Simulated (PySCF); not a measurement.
The PySCF input:
```python
from pyscf import gto, scf

mol = gto.M(
    atom='''
S    -0.00035523   -0.00209154    0.10204772
H    -0.03705710    0.97315096   -0.79691824
H     0.04274080   -0.93968637   -0.83584535
''',
    basis='pcseg-1',
    verbose=5,
)

mf = scf.RHF(mol)
mf = mf.density_fit(auxbasis='def2-universal-jkfit')
mf.kernel()
mf.analyze()
```

Task: Predict the HOMO energy from DF-HF/pcseg-1 in PySCF.

Result: -10.49 eV

Task: Give the HOMO-LUMO gap at the level DF-HF/pcseg-1.

Result: 14.17 eV

Task: Estimate the dipole moment that DF-HF/pcseg-1 returns for this input.

Result: 1.41 D
